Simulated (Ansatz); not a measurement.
# Redistribution: CH8OSi2 + SiH2(OH)(SiH3) → Si3H8O + SiH2(CH3)(OH)

Species: CH8OSi2 `C[SiH2]O[SiH3]`, singlet; SiH2(OH)(SiH3), singlet; Si3H8O `[SiH3]O[SiH2][SiH3]`, singlet; SiH2(CH3)(OH), singlet. The partners trade CH3 for SiH3; both sit on Si, so the bond types are kept.

Shapes, held fixed at every level: PBE0-D4/def2-TZVP. Flexible molecules stand in one conformer, not always the lowest. Programs: Ansatz 0.2.0. Electronic energies: no zero-point or thermal term.

| level | kind | ΔE (kJ/mol) | less CCSD(T)/CBS estimate | CPU time (sum over the molecules) |
| --- | --- | --- | --- | --- |
| HF/def2-SVP | Hartree–Fock | +3.1 | +2.2 | – |
| PBE-D4/def2-TZVPP | GGA | +1.5 | +0.6 | 32 s |
| r2SCAN0-D4/def2-TZVPP | global hybrid | +1.6 | +0.7 | 51 s |
| wB97M-V/def2-TZVPP | range-separated hybrid | +1.2 | +0.3 | 1.9 min |
| wB97X-V/def2-TZVPP | range-separated hybrid | +1.2 | +0.3 | 79 s |
| CCSD/def2-SVP | coupled cluster or CI | +1.7 | +0.8 | – |
| CCSD(T)/def2-TZVPP | coupled cluster or CI | +1.3 | +0.4 | 8 min |
| CCSD(T)/CBS estimate | coupled cluster or CI | +0.9 | 0.0 | 11 min |

The highest level, CCSD(T)/CBS estimate, gives ΔE = +0.9 kJ/mol; the levels span +0.9 to +3.1. That is about zero within the method's error. The column of differences is taken from that level and isn't an error. No measured value is set beside it here. The CBS estimate extrapolates MP2 from def2-TZVPP and def2-QZVPP and adds CCSD(T) − MP2 in the triple-zeta set, cores frozen. Times are processor times on shared x86 and Arm servers, and rough.
